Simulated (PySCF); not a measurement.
Species: C₄H₄FN₃.
Z-matrix (Å and degrees, GFN2-xTB geometry), rows numbered from 1:
```
C 
C   1  1.4875
C   2  1.4057  1  122.91
N   3  1.3151  2  120.58  1  -179.97
C   4  1.3263  3  114.84  2    -0.06
F   5  1.3216  4  116.21  3  -179.97
N   5  1.3118  4  126.92  3     0.05
N   7  1.3009  5  118.10  4    -0.02
H   1  1.0887  2  110.17  3   -59.45
H   1  1.0886  2  110.13  3    59.59
H   1  1.0859  2  109.45  3  -179.94
H   3  1.0819  2  122.67  1    -0.01
```

IAO charges (e) from the PBE0/pcSseg-1 density (PySCF), one withheld:

```json
{"atom": "C1", "bonded to": "C2 H9 H10 H11", "charge": "-0.4383"}
{"atom": "C2", "bonded to": "C1 C3 N8", "charge": "+0.0916"}
{"atom": "C3", "bonded to": "C2 N4 H12", "charge": "?"}
{"atom": "N4", "bonded to": "C3 C5", "charge": "-0.2749"}
{"atom": "C5", "bonded to": "N4 F6 N7", "charge": "+0.4970"}
{"atom": "F6", "bonded to": "C5", "charge": "-0.2365"}
{"atom": "N7", "bonded to": "C5 N8", "charge": "-0.1855"}
{"atom": "N8", "bonded to": "N7 C2", "charge": "-0.1273"}
{"atom": "H9", "bonded to": "C1", "charge": "+0.1622"}
{"atom": "H10", "bonded to": "C1", "charge": "+0.1622"}
{"atom": "H11", "bonded to": "C1", "charge": "+0.1765"}
{"atom": "H12", "bonded to": "C3", "charge": "+0.1718"}
```

Question: What is the charge on C3?

Answer: The charges add up to the total charge, 0. The others sum to -0.0012, which leaves +0.0012 e for C3 (aromatic CH next to a ring nitrogen).

Question: Add each hydrogen's charge to the atom that carries it.

Answer: C1 +0.0626, C3 +0.1730. Atoms without hydrogen keep their charges.

Question: Across which bond do the charges differ most?

Answer: C5–N4: +0.4970 on C5 against -0.2749 on N4, a difference of 0.7719 e. The lower charge is on the more electronegative element of the two (Pauling values: N 3.04, C 2.55).

Question: Take the bonds between elements whose Pauling electronegativities differ by more than 0.25. In how many does the more electronegative atom carry the lower charge?

Answer: In 9 of 9.

Question: How much positive and how much negative charge does this set hold in all?

Answer: +1.2625 e on 7 atoms and -1.2625 e on 5.

The IAO scheme projects the occupied orbitals on a minimal set of polarised atomic orbitals and counts the electrons in each atom's part of it. Geometry: GFN2-xTB; no solvent, vibrations or thermal averaging.
